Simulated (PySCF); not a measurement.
**Adding and removing an electron: CaCl**

PBE; PySCF, no relativity, basis sets Ca def2-SVP, Cl def2-SVP. Neutral (UKS): doublet (σ ↑), Re = 2.415 Å, ωe = 388 cm⁻¹, De = 4.51 eV, HOMO -3.69 eV, LUMO -2.77 eV.

CaCl⁺ (UKS): singlet (closed shell), Re = 2.321 Å, ωe = 454 cm⁻¹, De = 4.77 eV to Ca⁺ + Cl. The energies at the minima are -1137.20505 hartree for CaCl and -1136.98874 for CaCl⁺.

Task: Work out the adiabatic ionisation energy, without and with harmonic zero-point energies (1 hartree = 27.2114 eV, 1 eV = 8065.5 cm⁻¹), and the change of the bond length.

Result: At PBE: 0.21631 hartree = 5.886 eV between the minima; the zero-point term (454.0 − 388.0)/2 cm⁻¹ = +0.004 eV makes it 5.890 eV. Re changes by -9.4 pm against the neutral. The electron leaves a σ orbital; in so polar a molecule the change of length follows mostly from the change of the ionic charges.

For an ion De counts to the pair picked by the measured ionisation energies or electron affinities, which need not be the lowest pair at this level. States were picked by a PBE0 search and need not be the measured ground states.
